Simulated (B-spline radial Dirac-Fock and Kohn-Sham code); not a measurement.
## Atomic SCF run for Lu

ΔSCF core binding energies without Breit or QED terms, calculated with a B-spline atomic structure program. Keys: rel is the Hamiltonian (dirac, or spin-free x2c and nr, where L3 and M5 stand for the whole 2p and 3d shells), method is hf or an exchange,correlation pair (spin-unpolarised, also for the hole states), nuc the nuclear model, radius_factor scales its radius, rmax is the box in bohr, h the logarithmic mesh step, order the B-spline order, points the quadrature points per cell, c_factor scales the speed of light, and damp, ndamp, maxit and tol steer the iteration. The run stops when the commutator error falls below 10·tol·max(1, Z/10), or the numerical noise floor, and the energy has settled to about 1e-8 Ha; the virial ratio is −V/T.

Input (task.json):

```json
{"items": [{"Z": 71, "q": 0, "cfg": [[1, 0, 2], [2, 0, 2], [2, 1, 6], [3, 0, 2], [3, 1, 6], [3, 2, 10], [4, 0, 2], [4, 1, 6], [4, 2, 10], [4, 3, 14], [5, 0, 2], [5, 1, 6], [5, 2, 1], [6, 0, 2]], "A": 175, "rrms": 5.37, "do": "settings", "holes": ["K", "L3", "M5"],
  "settings": [{"rel": "dirac", "method": "lda,vwn", "nuc": "fermi", "radius_factor": 1.0, "rmax": 45.0, "h": 0.3, "order": 8, "points": 10, "c_factor": 1.0, "maxit": 84, "damp": 0.5, "ndamp": 3, "tol": 1e-08, "cfg": "1s2 2s2 2p6 3s2 3p6 3d10 4s2 4p6 4d10 4f14 5s2 5p6 5d1 6s2 6p2"}]}]}
```

Command: `python xray2_run.py task.json out`

Ground-state iterations:

```
iter   energy (Ha)        error
   1   -14568.65216060  2.07e+00
   2   -14418.04889005  1.68e+00
   3   -14525.81152780  1.75e+00
   4   -14566.24328776  5.58e-01
   5   -14560.74502534  8.99e-01
   6   -14434.23949842  1.47e+00
   7   -14569.94062896  7.62e-02
   8   -14569.05060197  3.21e-02
   9   -14569.63895606  1.14e-01
  10   -14569.67680756  1.08e-01
  11   -14569.67791166  1.07e-01
  12   -14569.77645943  9.38e-02
  13   -14569.76906861  9.56e-02
  14   -14569.80596981  8.88e-02
  15   -14569.86722938  7.90e-02
  23   -14570.15459897  2.83e-02
  31   -14570.20588080  1.98e-02
  39   -14570.36513081  1.60e-03
  47   -14570.36268015  3.69e-03
  55   -14570.36602392  1.66e-03
  63   -14570.36531356  2.04e-03
  71   -14570.36678036  2.82e-06
  72   -14570.36678036  3.25e-07
```

The ground state converged in 72 iterations, with total energy -14570.36678 Ha, virial ratio 1.89764 and highest orbital energy 1.06 eV. Holes are computed only in closed shells, and unreliable hole states are left out.

Q: One setting is unsound. Which, and why?

A: cfg describes an anion whose outer electrons are not bound. With the default settings (Dirac Hartree-Fock): The ground state converged in 13 iterations, with total energy -14572.44807 Ha, virial ratio 1.89758 and highest orbital energy -5.03 eV. ΔSCF binding energies: K (1s) 63621.1 eV, L3 (2p3/2) 9275.7 eV, M5 (3d5/2) 1598.5 eV.
